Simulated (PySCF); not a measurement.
# Choosing a basis for TDDFT

Compound: Cl₂H₄Si₂.
SMILES with atom numbers: `[SiH3:1][SiH:2]([Cl:3])[Cl:4]` (hydrogens: H5, H6, H7 on Si1; H8 on Si2)

Structure used (PBE0-D3(BJ)/def2-SVP), in Å, numbered top down from 1:
```
atom  x, y, z in Å
Si1   -0.6620    0.0134    0.5432
Si2    1.6342    0.3457    0.8078
Cl3    2.6323   -1.0693   -0.3220
Cl4    2.1080    2.2353    0.1144
H5    -0.9825    0.1173   -0.9104
H6    -1.0336   -1.3414    1.0505
H7    -1.4083    1.0586    1.3061
H8     2.1407    0.2437    2.2025
```

TDDFT with PBE0 (PySCF), vertical singlets, core orbitals frozen in the response, spherical d and f functions. Isolated species at its PBE0-D3(BJ)/def2-SVP geometry, gas phase.

| basis | functions | diffuse | S1 (eV) | S2 (eV) | S3 (eV) | S4 (eV) | S5 (eV) | LUMO (eV) | α (au) |
| --- | --- | --- | --- | --- | --- | --- | --- | --- | --- |
| 6-31G* | 80 | no | 6.53 | 6.58 | 7.47 | 7.53 | 7.64 | -0.51 | 66.0 |
| def2-SVP | 92 | no | 6.61 | 6.61 | 7.54 | 7.57 | 7.73 | -0.33 | 67.8 |
| 6-31+G* | 96 | yes | 6.38 | 6.50 | 7.23 | 7.32 | 7.45 | -0.76 | 73.6 |
| def2-SVPD | 134 | yes | 6.34 | 6.47 | 7.29 | 7.37 | 7.50 | -0.74 | 84.7 |
| aug-cc-pVDZ | 144 | yes | 6.30 | 6.45 | 7.10 | 7.31 | 7.34 | -0.74 | 85.1 |
| def2-TZVP | 172 | no | 6.36 | 6.45 | 7.35 | 7.39 | 7.49 | -0.62 | 77.9 |
| def2-TZVPD | 214 | yes | 6.25 | 6.37 | 7.12 | 7.29 | 7.40 | -0.78 | 85.6 |
| aug-cc-pVTZ | 292 | yes | 6.28 | 6.40 | 7.07 | 7.31 | 7.32 | -0.77 | 85.7 |

Problem. How much do these states and the polarisability depend on the basis?

Solution. States are compared by their number. Against the largest diffuse basis here (aug-cc-pVTZ, itself not a converged limit), sets without diffuse functions differ by up to 0.33 eV in S1 and 0.41 eV in S5; the smaller diffuse sets differ by up to 0.10 and 0.18 eV. State by state, the largest deviation of a set without diffuse functions is S1 0.33, S2 0.21, S3 0.47, S4 0.26, S5 0.41 eV. The same number needn't mean the same state in each row. Against aug-cc-pVTZ the polarisability deviates by -23% in 6-31G*, -21% in def2-SVP, -14% in 6-31+G*, -1% in def2-SVPD, -1% in aug-cc-pVDZ, -9% in def2-TZVP, 0% in def2-TZVPD. A single + in a Pople set puts diffuse functions on heavy atoms only.
